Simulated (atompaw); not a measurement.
## arsenic (As): one change to a PAW (atompaw) potential, before and after

- Element: As
- Generator: atompaw 4.2.0.5
- Type: PAW
- Functional: PBE
- Relativity: scalar-relativistic
- Frozen core: [Ar]
- Valence charge: 15
- Reference configuration: 3d10 4s2 4p2.5 (charge +0.5)
- Partial waves: 4s (bound); 4s channel at -0.05 Ry; 4p (bound); 4p channel at 4.55 Ry; 3d (bound); 3d channel at -2.7 Ry
- Local potential: bessel scheme, radius 1.60 bohr
- Core correction: smooth core density matched at 1.25 bohr
- Augmentation charge: besselshape compensation charge, radius 1.95 bohr; PAW radius 2.10 bohr; waves and projectors: bloechl

All-electron outer shells of the reference configuration (PBE, scalar-relativistic, ld1.x):

```tsv
shell	level (eV)	outermost node (bohr)	outermost maximum (bohr)
3p	-138.31	0.22	0.52
3d	-45.27	–	0.47
4s	-18.74	0.73	1.61
4p	-9.09	0.78	1.95
```

Change: local potential bessel scheme, radius 0.98 bohr.

Cutoffs: the cutoffs (Ry, on a coarse ladder) from which the occupation-weighted sum of valence levels, in a spherical-Bessel basis at the reference potential, stays within 10 and 1 mRy of its value at 400 Ry; they do not see the model core or the augmentation charge, which bear on the density cutoff.

What does the change do?

The potential gets harder (50 Ry and 70 Ry → 70 Ry and 80 Ry); a bound ghost appears in s, which as a rule spoils a file. A state that the projectors do not describe sees the local part alone, so a deeper or shallower local part can create or remove a ghost.

| quantity | base | changed |
| --- | --- | --- |
| cutoff, loose | 50 Ry | 70 Ry |
| cutoff, tight | 70 Ry | 80 Ry |
| loose cutoff by channel (10 mRy a level) | s 6 Ry, p 6 Ry, d 40 Ry | s 6 Ry, p 18 Ry, d 50 Ry |
| bound ghosts | none | s |
| s: phases at 2.10 bohr within 0.05 rad from the reference energy up to (Ry; the scan ends near 5) | 3.9 | 4.1 |
| p: phases at 2.10 bohr within 0.05 rad from the reference energy up to (Ry; the scan ends near 5) | to the end of the scan | to the end of the scan |
| d: phases at 2.10 bohr within 0.05 rad from the reference energy up to (Ry; the scan ends near 5) | 0.5 | 0.6 |
| lowest overlap eigenvalue by channel | s 0.01, p 0.66, d 0.88 | s 0.01, p 0.50, d 0.99 |

 A true bound ghost makes a file unfit for plane-wave use even where its test errors are small: the radial tests pick states by their node count and pass the ghost by. The cutoffs see the waves, projectors and local potential, not the compensation charge or the core.
